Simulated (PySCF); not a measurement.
## TDDFT excited states: C3H3Cl3Si

C3H3Cl3Si.
SMILES with atom numbers: `[CH2:1]=[C:2]=[CH:3][Si:4]([Cl:5])([Cl:6])[Cl:7]` (hydrogens: H8, H9 on C1; H10 on C3)

Computed with TDDFT CAM-B3LYP/def2-SVPD, vertical, gas phase, core orbitals frozen in the response in PySCF 2.14.0, density-fitted response routines. Isolated species at its GFN2-xTB geometry, gas phase. Torsions of this conformer, `[CH2:1]=[C:2]=[CH:3][Si:4]([Cl:5])([Cl:6])[Cl:7]`: C2–C3–Si4–Cl5 172°.

Question: What does the calculation give for the low-lying excited states?

Answer: 

```
state  E (eV)  λ (nm)       f  |μ| (D)  main configurations (H = HOMO, L = LUMO)
   S1    5.43   228.2  0.0012     0.24                                 H→L (93%)
   S2    6.22   199.2  0.0002     0.08              H-1→L+1 (61%), H-1→L+2 (28%)
   S3    6.76   183.5   0.076     1.73      H-1→L (74%), H→L+1 (14%), H→L+2 (8%)
   S4    7.32   169.4   0.664     4.89      H→L+1 (71%), H-1→L (12%), H→L+3 (9%)
   S5    7.43   166.9   0.356     3.55      H→L+2 (61%), H→L+3 (18%), H-1→L (8%)
   S6    7.50   165.4  0.0088     0.56              H-1→L+2 (53%), H-1→L+1 (20%)
   S7    7.88   157.3  0.0001     0.07                             H-2→L+1 (67%)
   S8    7.90   156.9   0.026     0.93                               H-2→L (91%)
```

Triplets (Tamm–Dancoff): T1 4.45 eV, H-1→L (77%); T2 4.76 eV, H→L+1 (46%), H→L+2 (24%), H-1→L (10%); T3 5.08 eV, H→L (93%).

The lowest singlet comes at 228 nm (524 kJ/mol) in the ultraviolet; it is very weak; its leading configuration is HOMO→LUMO (93%). The most intense listed level is S4 at 7.32 eV (169 nm, f = 0.664), 1.88 eV above S1. Löwdin shares by element: HOMO carbon 77%, silicon 5% (atoms not listed hold the other 18%); LUMO carbon 60%, silicon 13% (atoms not listed hold the other 27%). Orbital energies (eV): HOMO-3 -11.05, HOMO-2 -10.64, HOMO-1 -9.65, HOMO -9.41, LUMO 0.09, LUMO+1 0.47, LUMO+2 0.79. Of the 8 states listed, 4 reach f = 0.01 and 2 stay under 0.0005. Weighted by f, the mean energy of these states is 7.33 eV. No computed singlet lies in the visible range (380 to 750 nm); the lowest, at 228 nm, stands 2.17 eV above its violet end (3.26 eV). The window holds the lowest 8 singlets.
